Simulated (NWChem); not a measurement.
System: CH6BeO2Si; SMILES C[O][Be][O][SiH3]

Excerpt of the output:

```
             Northwest Computational Chemistry Package (NWChem) 7.3.0
             --------------------------------------------------------

 C1  symmetry detected

                             Geometry "geometry" -> ""
                             -------------------------

 Output coordinates in angstroms (scale by  1.889725989 to convert to a.u.)

  No.       Tag          Charge          X              Y              Z
 ---- ---------------- ---------- -------------- -------------- --------------
    1 Be                   4.0000    -0.04024464     0.60476743     0.00052449
    2 O                    8.0000    -0.05184835     1.99348664     0.00122093
    3 C                    6.0000     0.04845339     3.36067611    -0.00089681
    4 H                    1.0000     0.96528501     3.70068169     0.51457553
    5 H                    1.0000     0.07802700     3.76147652    -1.03051255
    6 H                    1.0000    -0.81248830     3.82712876     0.51136824
    7 O                    8.0000    -0.03154913    -0.81445200     0.00003968
    8 Si                  14.0000     0.01537900    -2.45485540    -0.00012356
    9 H                    1.0000    -1.04698910    -3.00889094    -0.89513331
   10 H                    1.0000    -0.20529358    -2.98558421     1.38052538
   11 H                    1.0000     1.34359094    -2.94223963    -0.48589546

 Effective nuclear repulsion energy (a.u.)     182.7112492444

                                 NWChem DFT Module
                                 -----------------

 Summary of "ao basis" -> "ao basis" (spherical)
 ------------------------------------------------------------------------------
       Tag                 Description            Shells   Functions and Types
 ---------------- ------------------------------  ------  ---------------------
 Be                          6-31g*                  6       14   3s2p1d
 O                           6-31g*                  6       14   3s2p1d
 C                           6-31g*                  6       14   3s2p1d
 H                           6-31g*                  2        2   2s
 Si                          6-31g*                  8       18   4s3p1d

            General Information
            -------------------
          SCF calculation type: DFT
          Wavefunction type:  closed shell.
          No. of atoms     :    11
          No. of electrons :    46
           Alpha electrons :    23
            Beta electrons :    23
          Charge           :     0
          Spin multiplicity:     1
          Use of symmetry is: off; symmetry adaption is: off
          Maximum number of iterations: 150
          AO basis - number of functions:    86
                     number of shells:    44
          Convergence on energy requested:  1.00D-06
          Convergence on density requested:  1.00D-05
          Convergence on gradient requested:  5.00D-04

              XC Information
              --------------
                  TPSS metaGGA Exchange Functional  1.000
             TPSS03 metaGGA Correlation Functional  1.000

             Grid Information
             ----------------
          Grid used for XC integration:  medium
          Radial quadrature: Mura-Knowles
          Angular quadrature: Lebedev.
          Tag              B.-S. Rad. Rad. Pts. Rad. Cut. Ang. Pts.
          ---              ---------- --------- --------- ---------
          Be                  1.05       49          11.0       434
          O                   0.60       49          12.0       434
          C                   0.70       49          15.0       434
          H                   0.35       45          15.0       434
          Si                  1.10       88          13.0       590
          Grid pruning is: on
          Number of quadrature shells:   554
          Spatial weights used:  Erf1

      Superposition of Atomic Density Guess
      -------------------------------------

 Sum of atomic energies:        -493.54242540

      Non-variational initial energy
      ------------------------------

 Total energy =    -495.360810
 1-e energy   =   -1041.819976
 2-e energy   =     363.747916
 HOMO         =      -0.382556
 LUMO         =      -0.032927

     ---------------------------------------------
      Total Density - Mulliken Population Analysis
     ---------------------------------------------

    Atom       Charge   Shell Charges
 -----------   ------   -------------------------------------------------------
    1 Be   4     3.33   2.00  0.46  0.59  0.13  0.00  0.14
    2 O    8     8.66   2.00  0.91  3.21  0.78  1.75  0.01
    3 C    6     6.21   2.00  0.69  1.84  0.63  0.99  0.06
    4 H    1     0.81   0.48  0.33
    5 H    1     0.81   0.48  0.33
    6 H    1     0.81   0.48  0.33
    7 O    8     8.82   2.00  0.92  3.25  0.82  1.81  0.01
    8 Si  14    13.30   2.00  2.00  5.97  0.93  1.52  0.30  0.40  0.18
    9 H    1     1.08   0.47  0.61
   10 H    1     1.08   0.47  0.61
   11 H    1     1.08   0.47  0.61

   convergence    iter        energy       DeltaE   RMS-Dens  Diis-err
 ---------------- ----- ----------------- --------- --------- ---------
 d= 0,ls=0.0,diis     1   -496.4559523365 -6.79D+02  1.98D-02  9.62D-01
 d= 0,ls=0.0,diis     2   -496.2102055126  2.46D-01  1.27D-02  3.72D+00
 d= 0,ls=0.0,diis     3   -496.5740157172 -3.64D-01  1.72D-03  2.60D-02
 d= 0,ls=0.0,diis     4   -496.5745910570 -5.75D-04  8.50D-04  2.24D-02
 d= 0,ls=0.0,diis     5   -496.5767400347 -2.15D-03  2.38D-04  8.97D-04
  Resetting Diis
 d= 0,ls=0.0,diis     6   -496.5768282180 -8.82D-05  6.66D-05  7.98D-05
 d= 0,ls=0.0,diis     7   -496.5768379407 -9.72D-06  2.39D-05  1.72D-06
 d= 0,ls=0.0,diis     8   -496.5768378482  9.25D-08  1.28D-05  2.81D-06
 d= 0,ls=0.0,diis     9   -496.5768381588 -3.11D-07  3.45D-06  2.58D-07

         Total DFT energy =     -496.576838158843
      One electron energy =    -1046.650059249051
           Coulomb energy =      416.230769880092
    Exchange-Corr. energy =      -48.868798034284
 Nuclear repulsion energy =      182.711249244400

 Numeric. integr. density =       45.999992563223

                       DFT Final Molecular Orbital Analysis
                       ------------------------------------

 Vector   21  Occ=2.000000D+00  E=-2.701430D-01
              MO Center=  2.0D-01, -1.1D+00,  2.8D-02, r^2= 4.7D+00
   Bfn.  Coefficient  Atom+Function         Bfn.  Coefficient  Atom+Function
  ----- ------------  ---------------      ----- ------------  ---------------
    51      0.344571   7 O  px               86     -0.270274  11 H  s
    55      0.255500   7 O  px               53     -0.228428   7 O  pz
    84      0.190087  10 H  s                85     -0.187437  11 H  s
    57     -0.169379   7 O  pz               69     -0.160461   8 Si px
    17      0.157776   2 O  px               83      0.131533  10 H  s

 Vector   22  Occ=2.000000D+00  E=-2.396670D-01
              MO Center=  1.3D-04,  1.7D+00,  4.7D-02, r^2= 3.6D+00
   Bfn.  Coefficient  Atom+Function         Bfn.  Coefficient  Atom+Function
  ----- ------------  ---------------      ----- ------------  ---------------
    17      0.509969   2 O  px               21      0.378513   2 O  px
    51     -0.235211   7 O  px               55     -0.188647   7 O  px
    44     -0.187535   4 H  s                31     -0.174459   3 C  px
    48      0.166435   6 H  s                43     -0.149697   4 H  s
    47      0.132428   6 H  s                86      0.116234  11 H  s

 Vector   23  Occ=2.000000D+00  E=-2.395287D-01
              MO Center= -4.2D-02,  1.7D+00, -4.6D-02, r^2= 3.6D+00
   Bfn.  Coefficient  Atom+Function         Bfn.  Coefficient  Atom+Function
  ----- ------------  ---------------      ----- ------------  ---------------
    19      0.510854   2 O  pz               23      0.379405   2 O  pz
    53     -0.235207   7 O  pz               46      0.204435   5 H  s
    57     -0.188695   7 O  pz               33     -0.174386   3 C  pz
    45      0.162931   5 H  s                84      0.127334  10 H  s
    48     -0.119485   6 H  s                47     -0.095175   6 H  s

 Vector   24  Occ=0.000000D+00  E=-5.396560D-03
              MO Center= -3.5D-03, -1.2D+00,  7.6D-05, r^2= 6.2D+00
   Bfn.  Coefficient  Atom+Function         Bfn.  Coefficient  Atom+Function
  ----- ------------  ---------------      ----- ------------  ---------------
    74      0.822256   8 Si py               54     -0.683060   7 O  s
     6      0.605611   1 Be s                20     -0.408018   2 O  s
    70      0.268713   8 Si py                8      0.243338   1 Be py
    72      0.242505   8 Si s                50     -0.157659   7 O  s
    34     -0.132211   3 C  s                22      0.114331   2 O  py

 Vector   25  Occ=0.000000D+00  E= 5.137392D-02
              MO Center=  2.1D-02, -5.7D-01,  1.1D-04, r^2= 8.9D+00
   Bfn.  Coefficient  Atom+Function         Bfn.  Coefficient  Atom+Function
  ----- ------------  ---------------      ----- ------------  ---------------
     6      1.296011   1 Be s                74     -0.907930   8 Si py
    20     -0.649427   2 O  s                36     -0.346679   3 C  py
    34     -0.305825   3 C  s                56     -0.302877   7 O  py
    82     -0.277991   9 H  s                84     -0.277218  10 H  s
    86     -0.275424  11 H  s                44      0.218362   4 H  s

 Vector   26  Occ=0.000000D+00  E= 6.011689D-02
              MO Center=  1.1D-02,  5.3D-01,  3.7D-02, r^2= 4.9D+00
   Bfn.  Coefficient  Atom+Function         Bfn.  Coefficient  Atom+Function
  ----- ------------  ---------------      ----- ------------  ---------------
     7      0.669942   1 Be px               44      0.431480   4 H  s
     3      0.346611   1 Be px               82     -0.346379   9 H  s
    73     -0.324549   8 Si px                9      0.301275   1 Be pz
    86      0.281428  11 H  s                35     -0.234819   3 C  px
    69     -0.235612   8 Si px               17     -0.198223   2 O  px

     ---------------------------------------------
      Total Density - Mulliken Population Analysis
     ---------------------------------------------

    Atom       Charge   Shell Charges
 -----------   ------   -------------------------------------------------------
    1 Be   4     3.76   2.00  0.41  1.00  0.06  0.12  0.17
    2 O    8     8.30   2.00  0.88  2.99  0.81  1.61  0.01
    3 C    6     6.21   2.00  0.68  2.06  0.58  0.83  0.07
    4 H    1     0.86   0.54  0.32
    5 H    1     0.86   0.54  0.32
    6 H    1     0.85   0.54  0.31
    7 O    8     8.40   2.00  0.89  2.97  0.85  1.70  0.01
    8 Si  14    13.44   2.00  2.00  5.96  0.95  1.80  0.21  0.26  0.25
    9 H    1     1.11   0.51  0.59
   10 H    1     1.11   0.51  0.59
   11 H    1     1.11   0.51  0.59

     -------------------------------------------
      Total Density - Lowdin Population Analysis
     -------------------------------------------

    Atom       Charge   Shell Charges
 -----------   ------   -------------------------------------------------------
    1 Be   4     4.22   1.95  0.32  0.91  0.18  0.42  0.45
    2 O    8     7.99   1.99  0.76  2.79  0.55  1.85  0.04
    3 C    6     6.19   1.99  0.54  1.84  0.43  1.26  0.14
    4 H    1     0.89   0.51  0.37
    5 H    1     0.89   0.51  0.37
    6 H    1     0.89   0.51  0.37
    7 O    8     8.16   1.99  0.79  2.78  0.59  1.99  0.02
    8 Si  14    13.58   2.00  1.98  5.88  0.66  1.62  0.37  0.74  0.34
    9 H    1     1.07   0.51  0.56
   10 H    1     1.07   0.51  0.56
   11 H    1     1.07   0.51  0.56

     Multipole analysis of the density
     ---------------------------------

     L   x y z        total         alpha         beta         nuclear
     -   - - -        -----         -----         ----         -------
     0   0 0 0     -0.000000    -23.000000    -23.000000     46.000000

     1   1 0 0      0.040411      0.020205      0.020205      0.000000
     1   0 1 0      0.577159      0.288579      0.288579      0.000000
     1   0 0 1     -0.000832     -0.000416     -0.000416     -0.000000

     2   2 0 0    -27.508142    -21.958437    -21.958437     16.408732
     2   1 1 0      0.200341     -0.428436     -0.428436      1.057214
     2   1 0 1      0.001218     -0.000949     -0.000949      0.003115
     2   0 2 0    -24.773682   -476.284868   -476.284868    927.796055
     2   0 1 1     -0.005348      0.009730      0.009730     -0.024808
     2   0 0 2    -27.506178    -21.844171    -21.844171     16.182164
```

Level: TPSS/6-31G* (spherical d). All runs use the structure optimised with PBE0/def2-SVP.

Reconstruct the input file.

Several could match; the one computed here: the input that was run:
```
start job
memory heap 200 mb stack 900 mb global 1100 mb
geometry units angstroms noautoz
  Be    -0.512533     0.082273     0.334582
  O     -1.651035     0.345178     1.085162
  C     -2.745631     0.712640     1.824150
  H     -2.528842     1.589614     2.461186
  H     -3.600510     0.976507     1.175166
  H     -3.074868    -0.106730     2.488567
  O      0.650307    -0.189504    -0.432360
  Si     2.003727    -0.467981    -1.317702
  H      1.728946    -1.470645    -2.392776
  H      3.099673    -0.995800    -0.447719
  H      2.479729     0.795798    -1.961091
end
basis spherical
  * library 6-31g*
end
dft
  xc xtpss03 ctpss03
  iterations 150
  mulliken
end
task dft energy
```
